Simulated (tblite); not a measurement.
C4H9O4P.
Structure used (GFN2-xTB), in Å, numbered top down from 1:
```xyz
18
C4H9O4P angstrom
C      2.3523   -0.9714   -0.0273
C      2.0762    0.4868   -0.3471
O      0.6863    0.7139   -0.5464
P     -0.2510    0.6886    0.7564
O      0.4004    1.0720    1.9936
O     -0.9762   -0.7632    0.7341
C     -2.1620   -0.7415   -0.0253
C     -2.3498    0.7062   -0.5375
O     -1.5276    1.5260    0.2625
H      2.0056   -1.6101   -0.8364
H      1.8203   -1.2383    0.8841
H      3.4180   -1.1256    0.1193
H      2.5563    0.7936   -1.2800
H      2.4243    1.1207    0.4735
H     -2.9871   -1.0438    0.6271
H     -2.0773   -1.4471   -0.8559
H     -3.3789    1.0539   -0.4295
H     -2.0387    0.7854   -1.5836
```

Level: GFN2-xTB in tblite, geometry and Hessian alike; calculated harmonic values, unscaled, isolated species. This tight-binding method is rough: wavenumbers can miss measured ones by several per cent, in bad cases by 10 to 20. One conformer, not necessarily the lowest.

Harmonic wavenumbers (cm⁻¹): 51.3, 60.9, 76.5, 103.3, 189.4, 248.3, 252.9, 339.1, 368.6, 412.7, 471.0, 576.2, 640.3, 730.6, 763.5, 792.7, 832.7, 873.8, 947.2, 958.9, 1071.2, 1077.3, 1091.5, 1104.3, 1110.6, 1150.7, 1182.9, 1189.7, 1253.6, 1288.6, 1299.6, 1312.7, 1332.1, 1396.5, 1454.7, 1459.9, 1472.4, 1480.3, 1486.1, 2929.0, 2941.2, 2943.4, 2953.4, 2956.6, 2976.8, 3032.2, 3038.9, 3046.8.

A = 2549, B = 1140, C = 1053 MHz; mass 152.024 u (most abundant isotopes); point group C1, symmetry number 1.

Problem. What is the zero-point energy?

Solution. Half the sum of the wavenumbers: 30361 cm⁻¹ = 363.20 kJ/mol.

Problem. Give the ideal-gas entropy at 350 K and 1 bar in the rigid-rotor, harmonic-oscillator model (classical rotation).

Solution. Translation 174.85, rotation 123.51, vibration 142.47: S = 440.8 J/(mol K).

Problem. And Cp and H(350 K) − H(0)?

Solution. Cp = 174.40 J/(mol K), of which vibrations give 141.15 (their classical limit is 48 R = 399.1); H(350 K) − H(0) = 36.89 kJ/mol without the zero-point energy, 25.25 from vibrations.

Problem. What must be added to the electronic energy to get the Gibbs energy at 350 K and 1 bar?

Solution. ZPE + [H(350 K) − H(0)] − T·S = 363.20 + 36.89 − 154.29 = 245.80 kJ/mol.

Problem. How do the functions run with temperature in this model?

Solution. 
```
 T (K)  S (J/(mol K))  Cp (J/(mol K))  H − H(0) (kJ/mol)  G − H(0) (kJ/mol)  ln q(vib)
    50          249.4            58.3               2.19             -10.28       0.63
   100          296.2            78.5               5.63             -24.00       1.99
298.15          414.6           153.3              28.40             -95.22       7.17
373.15          452.3           183.6              41.04            -127.73       9.03
   500          512.5           228.7              67.29            -188.97      12.15
   750          618.0           290.9             132.87            -330.66      18.09
  1000          707.5           330.2             210.85            -496.65      23.65
```

q(vib) and H(0) count from the zero-point level.

Problem. Blend soft modes into free rotors: weight 1/[1 + (100 cm⁻¹/ν̃)⁴] for the oscillator and the rest for a rotor with moment μB/(μ + B), μ = h/(8π²ν), B = 10⁻⁴⁴ kg m². What vibrational entropy results?

Solution. 127.85 J/(mol K) in place of 142.47, which changes −T·S at 350 K by +5.12 kJ/mol.

Problem. Which modes carry the vibrational entropy at 350 K?

Solution. 51.3 cm⁻¹: 21.27; 60.9 cm⁻¹: 19.85; 76.5 cm⁻¹: 17.97; 103.3 cm⁻¹: 15.50; 189.4 cm⁻¹: 10.60; 248.3 cm⁻¹: 8.50 J/(mol K); the other 42 give 48.78 together.

Hindered rotation and anharmonicity are outside this model. Other conformers, if any are populated, would add a mixing term that is left out. The structure is chiral; the term R ln 2 for an equal mix with its mirror image is left out.
